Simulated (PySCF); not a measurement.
# La(OH)3 relaxed at several levels

Computed with PySCF 2.14.0, def2-SVP on the ligands, density fitting, scalar-relativistic core potentials, no spin-orbit coupling, vacuum. Each row is relaxed at its own level from the same template. Distances are means of the shortest metal–ligand contacts, charges and spins Mulliken's; removal energies are rigid, with the ligand's formal charge and no counterpoise, so too large; for an anion taken off a cation in vacuum most of it is the attraction of opposite charges, and multiply charged cations can part far more cheaply with an electron moved from ligand to metal. lcecp potentials hold a fixed number of 4f electrons in the core, out of states, spins and gaps.

| level | basis on the metal | point group | M–OH (Å) | charge on M (e) | dipole (D) | HOMO–LUMO gap (eV) | removal of one OH (eV) | strongest infrared band, degenerate modes summed (cm⁻¹) | unstable modes (below −25 cm⁻¹) |
| --- | --- | --- | --- | --- | --- | --- | --- | --- | --- |
| BP86 | lcecp-1-SVP with ECP46 | C3v | 2.171 | 0.97 | 1.76 | – | 10.60 | 332 | 0 |
| PBE0 | def2-SVP with ECP46 | C3v | 2.182 | 1.09 | 1.58 | 6.09 | 10.54 | 325 | 0 |

Task: What does the calculation give for PBE0, lcecp-1-SVP with ECP46?

Result: point group: C3v, M–OH (Å): 2.165, charge on M (e): 1.18, dipole (D): 1.61, removal of one OH (eV): 10.57, strongest infrared band, degenerate modes summed (cm⁻¹): 354, unstable modes (below −25 cm⁻¹): 0.
```xyz
7

La    0.0000    0.0000   -0.3761
O     2.1190    0.0000    0.0672
H     3.0188    0.0000    0.3951
O    -1.0595    1.8351    0.0672
H    -1.5094    2.6144    0.3951
O    -1.0595   -1.8351    0.0672
H    -1.5094   -2.6144    0.3951
```

One start shape was tried for each, so a minimum needn't be the lowest isomer.
